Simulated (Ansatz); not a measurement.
Z-matrix (Å, degrees):
```
C
In 1 2.177
H 1 1.093 2 111.4
H 1 1.093 2 111.4 3 121.3
H 1 1.093 2 110.5 3 -119.3
C 2 2.177 1 118.9 3 -159.9
C 2 2.177 1 118.9 3 40.5
N 2 2.434 1 96.0 3 -59.7
H 6 1.093 2 111.4 1 40.5
H 6 1.093 2 111.4 1 161.8
H 6 1.093 2 110.5 1 -78.8
H 7 1.093 2 111.4 1 -38.5
H 7 1.093 2 111.4 1 -159.8
H 7 1.093 2 110.5 1 80.8
H 8 1.013 2 111.0 1 -45.5
H 8 1.013 2 111.0 1 74.5
H 8 1.013 2 111.0 1 -165.5
```

Total charge 0; spin multiplicity 1. In takes the def2 core potential.

Problem. List the r2SCAN/def2-TZVPP orbital energies in eV (the Gaussian-basis code of Ansatz). (Estimate.)

Solution. Computed: Occupied: -386.50, -271.77, -271.77, -271.77, -123.69, -80.40, -80.12, -80.12, -23.98, -17.97, -17.88, -17.88, -17.57, -17.57, -16.62, -16.24, -16.24, -13.34, -13.34, -9.87, -9.20, -9.20, -9.20, -9.02, -9.01, -9.01, -7.50, -5.48, -5.48. Lowest empty: -0.21, 0.46, 1.18, 1.18, 2.27, 2.44, 2.44, 2.52.
